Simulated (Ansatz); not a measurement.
The same path of BClH₄O₂ (8 atoms, charge 0, multiplicity 1) was run twice with different band settings. Lost on the way: B1–H2, O6–H8. Made: H2–H8.

The calculation used RKS PBE0-D4/def2-SVP in Ansatz.

Relaxed end points:

```xyz
8
Properties=species:S:1:pos:R:3
B 0.039 -0.178 0.289
H -0.352 -0.985 1.101
Cl 1.791 -0.442 -0.253
O -0.810 0.262 -0.722
H -1.672 -0.157 -0.667
O 0.271 1.274 1.205
H -0.157 1.921 0.620
H 1.228 1.425 1.119
```

```xyz
8
Properties=species:S:1:pos:R:3
B -0.135 0.546 -0.520
H 0.651 -0.240 3.232
Cl 1.315 -0.147 -1.313
O -1.369 0.157 -0.892
H -1.363 -0.502 -1.591
O -0.001 1.466 0.457
H 0.916 1.683 0.649
H 0.325 0.156 2.669
```

Common settings: movable images 5; climbing image yes; optimiser quadratic models (default); start path through a guess of the saddle point; force threshold 0.03 eV/Å; iteration limit 60; end points relaxed.

| run | spring |
| --- | --- |
| 1 | 5.0 eV/Å² |
| 2 | 20.0 eV/Å² |

Q: What does each run give, and how far can it be trusted?

A: Run 1: not converged after 60 iterations, highest image 1.063 eV above the first end. The band didn't meet its force threshold, so its energies are provisional: the largest band force was still 0.20 eV/Å, and over the last iterations the top stayed at 1.06 eV. Neighbouring images lie up to 1.7 Å apart, so the band is torn or far too coarse.
Run 2: converged after 50 iterations, highest image 1.063 eV above the first end. The profile has 2 maxima (images 1, 3) with wells between them (image 2): this band takes more than one step, which may be the mechanism or a detour left from its start path. Neighbouring images differ by up to 1.8 eV, so the band resolves the path poorly. The order of the stationary point at the top wasn't checked.
The orbitals stay closed-shell, which can raise the energy where a bond breaks towards radicals; this wasn't checked here.
